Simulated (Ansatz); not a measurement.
Geometry optimisation, RKS BLYP/def2-SVP in Ansatz.

Input file:

```yaml
crystal:
  periodic: [false, false, false]
  atoms:
    - { symbol: F, position_ang: [0.36066, -2.22188, 0.86145] }
    - { symbol: B, position_ang: [0.22524, -0.99332, 0.41694] }
    - { symbol: O, position_ang: [1.0016, 0.07463, 0.48459] }
    - { symbol: Si, position_ang: [-0.50955, 0.52787, -0.4197] }
    - { symbol: H, position_ang: [1.78262, 0.67495, 0.38598] }
    - { symbol: H, position_ang: [-1.06608, 1.62185, 0.36435] }
basis:
  gaussian: { orbitals: def2-SVP }
hamiltonian:
  xc: blyp
relax:
  f_tol: 0.02
  max_steps: 50
output:
  orbitals: {}
```

Command:

```bash
$ ansatz run input.yaml --threads 1 --pin off --max-ram 2048MiB --backend cpu --events-out ev --progress --plain --runs-dir out
```

Where does it end, and by what steps?

The run converged. After 15 steps the energy has fallen by 2.175 eV; H5 moved furthest, 1.16 Å. Parted: O3–Si4 (1.82 → 3.00 Å).

| step | energy less start (eV) | largest force component (eV/Å) | accepted |
| --- | --- | --- | --- |
| 0 | 0.0000 | 5.561 | yes |
| 1 | -1.0023 | 3.027 | yes |
| 2 | -1.4493 | 1.085 | yes |
| 3 | -1.4407 | 5.062 | no |
| 4 | -1.5696 | 0.506 | yes |
| 5 | -1.6653 | 0.403 | yes |
| 6 | -1.7798 | 0.945 | yes |
| 7 | -1.8852 | 1.831 | yes |
| 8 | -1.9663 | 2.396 | yes |
| 9 | -2.0538 | 1.797 | yes |
| 10 | -2.1407 | 0.828 | yes |
| 11 | -2.1669 | 0.529 | yes |
| 12 | -2.1730 | 0.101 | yes |
| 13 | -2.1743 | 0.047 | yes |
| 14 | -2.1746 | 0.059 | yes |
| 15 | -2.1747 | 0.019 | yes |

```xyz
6
Properties=species:S:1:pos:R:3
F 0.269 -1.585 0.857
B 0.416 -0.366 0.274
O 1.630 0.249 0.334
Si -1.151 0.507 -0.764
H 2.295 -0.264 0.843
H -1.665 1.144 0.549
```

Whether the end is a true minimum wasn't checked by a vibrational analysis.

Time of the run: 35 s on 1 thread of Arm Neoverse V2, with other jobs on the host, peak memory 0.15 GiB.
